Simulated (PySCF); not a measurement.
BF₃, charge +1, doublet, geometry from GFN2-xTB (a state made from the parent by changing its charge; the spin is typed, not shown lowest); DF-PBE0/aug-cc-pVDZ (PySCF).

Input for PySCF:
```python
from pyscf import gto, scf, dft

mol = gto.Mole()
mol.atom = '''
    B     0.023522   -0.011173    0.010554
    F    -1.111737   -0.666599   -0.018630
    F    -0.014404    1.201515   -0.486636
    F     1.113073   -0.528709    0.499403
'''
mol.basis = 'aug-cc-pvdz'
mol.charge = 1
mol.spin = 1
mol.verbose = 4
mol.build()

mf = dft.UKS(mol)
mf.xc = 'pbe0'
mf.conv_tol = 1e-12
mf = mf.density_fit(auxbasis='def2-universal-jkfit')
mf.kernel()
mf.analyze()
```

It wrote (shortened):

```
PySCF version 2.14.0

[INPUT] verbose = 4
[INPUT] num. atoms = 4
[INPUT] num. electrons = 31
[INPUT] charge = 1
[INPUT] spin (= nelec alpha-beta = 2S) = 1
[INPUT] symmetry False subgroup None
[INPUT] Mole.unit = angstrom
[INPUT] Symbol           X                Y                Z      unit          X                Y                Z       unit  Magmom
[...]
nuclear repulsion = 111.41683584158
number of shells = 32
number of NR pGTOs = 140
number of NR cGTOs = 92
basis = aug-cc-pvdz
ecp = {}

******** <class 'pyscf.df.df_jk.DFUKS'> ********
method = DFUKS
initial guess = minao
damping factor = 0
level_shift factor = 0
DIIS = <class 'pyscf.scf.diis.CDIIS'>
diis_start_cycle = 1
diis_space = 8
diis_damp = 0
SCF conv_tol = 1e-12
SCF conv_tol_grad = None
SCF max_cycles = 50
direct_scf = False
number electrons alpha = 16  beta = 15
XC library pyscf.dft.libxc version 7.1.2
    S. Lehtola, C. Steigemann, M. J. T. Oliveira, and M. A. L. Marques,  SoftwareX 7, 1–5 (2018)
XC functionals = pbe0
    C. Adamo and V. Barone,  J. Chem. Phys. 110, 6158 (1999)
    M. Ernzerhof and G. E. Scuseria,  J. Chem. Phys. 110, 5029 (1999)
radial grids:
    Treutler-Ahlrichs [JCP 102, 346 (1995); DOI:10.1063/1.469408] (M4) radial grids

becke partition: Becke, JCP 88, 2547 (1988); DOI:10.1063/1.454033
pruning grids: <function nwchem_prune>
grids dens level: 3
symmetrized grids: False
atomic radii adjust function: <function treutler_atomic_radii_adjust>
small_rho_cutoff = 0
Set gradient conv threshold to 1e-06
tot grids = 56832
******** <class 'pyscf.df.df.DF'> ********
auxbasis = def2-universal-jkfit
init E= -324.699705539208

cycle= 1 E= -323.666953943359  delta_E= 1.03  |g|=  0.3  |ddm|= 1.73
cycle= 2 E= -323.670966056292  delta_E= -0.00401  |g|= 0.332  |ddm|= 0.546
cycle= 3 E= -323.692602785263  delta_E= -0.0216  |g|= 0.227  |ddm|= 0.357
cycle= 4 E= -323.710372559314  delta_E= -0.0178  |g|= 0.0436  |ddm|= 0.177
cycle= 5 E= -323.710973800006  delta_E= -0.000601  |g|= 0.0135  |ddm|= 0.0361
cycle= 6 E= -323.711041384867  delta_E= -6.76e-05  |g|= 0.00227  |ddm|= 0.00937
cycle= 7 E= -323.711043713512  delta_E= -2.33e-06  |g|= 0.00173  |ddm|= 0.00313
cycle= 8 E= -323.711044779997  delta_E= -1.07e-06  |g|= 0.000691  |ddm|= 0.00136
cycle= 9 E= -323.711044973355  delta_E= -1.93e-07  |g|= 0.000378  |ddm|= 0.000843
cycle= 10 E= -323.711045010406  delta_E= -3.71e-08  |g|= 0.000275  |ddm|= 0.00032
cycle= 11 E= -323.711045048946  delta_E= -3.85e-08  |g|= 7.31e-05  |ddm|= 0.000445
[...]
converged SCF energy = -323.711045052489  <S^2> = 0.75639037  2S+1 = 2.0063802
Total Energy =                        -323.711045052488601
[...]
spin_pop of  1 F 4dxz      0.00001
spin_pop of  1 F 4dx2-y2    0.00004
spin_pop of  2 F 1s       -0.00000
spin_pop of  2 F 2s        0.00314
spin_pop of  2 F 3s       -0.00020
spin_pop of  2 F 4s       -0.00001
spin_pop of  2 F 2px       0.35613
spin_pop of  2 F 2py       0.01250
spin_pop of  2 F 2pz       0.01633
spin_pop of  2 F 3px       0.00097
spin_pop of  2 F 3py       0.00020
spin_pop of  2 F 3pz       0.00020
spin_pop of  2 F 4px      -0.00036
spin_pop of  2 F 4py      -0.00007
spin_pop of  2 F 4pz      -0.00010
spin_pop of  2 F 3dxy      0.00023
spin_pop of  2 F 3dyz     -0.00001
spin_pop of  2 F 3dz^2     0.00002
spin_pop of  2 F 3dxz      0.00005
spin_pop of  2 F 3dx2-y2   -0.00006
spin_pop of  2 F 4dxy      0.00005
spin_pop of  2 F 4dyz     -0.00001
spin_pop of  2 F 4dz^2    -0.00002
spin_pop of  2 F 4dxz      0.00001
spin_pop of  2 F 4dx2-y2    0.00003
spin_pop of  3 F 1s       -0.00000
spin_pop of  3 F 2s        0.00208
spin_pop of  3 F 3s       -0.00019
spin_pop of  3 F 4s       -0.00000
spin_pop of  3 F 2px       0.06824
spin_pop of  3 F 2py       0.19550
spin_pop of  3 F 2pz       0.01509
spin_pop of  3 F 3px       0.00025
spin_pop of  3 F 3py       0.00051
spin_pop of  3 F 3pz       0.00012
spin_pop of  3 F 4px      -0.00012
spin_pop of  3 F 4py      -0.00022
spin_pop of  3 F 4pz      -0.00008
spin_pop of  3 F 3dxy      0.00001
spin_pop of  3 F 3dyz      0.00004
spin_pop of  3 F 3dz^2     0.00001
spin_pop of  3 F 3dxz     -0.00001
spin_pop of  3 F 3dx2-y2    0.00009
spin_pop of  3 F 4dxy      0.00002
spin_pop of  3 F 4dyz     -0.00001
spin_pop of  3 F 4dz^2    -0.00002
spin_pop of  3 F 4dxz     -0.00000
spin_pop of  3 F 4dx2-y2    0.00002
 ** Mulliken Spin Density (per atom)  **
spin density of  0 B =     -0.05936
spin density of  1 F =      0.38902
spin density of  2 F =      0.38902
spin density of  3 F =      0.28132
 ** Mulliken pop alpha/beta on meta-lowdin orthogonal AOs **
 ** Mulliken pop       alpha | beta **
In total            16.00000 | 15.00000
 ** Mulliken atomic charges   ( Nelec_alpha | Nelec_beta ) **
charge of  0B =      0.98147  (     1.97958      2.03894 )
charge of  1F =      0.02456  (     4.68223      4.29321 )
charge of  2F =      0.02456  (     4.68223      4.29321 )
charge of  3F =     -0.03059  (     4.65595      4.37463 )

WARN: System has nonzero charge 1; the dipole moment is origin-dependent.
Location of origin: [0. 0. 0.]

Dipole moment(X, Y, Z, Debye): -0.16096,  0.07643, -0.07221
```
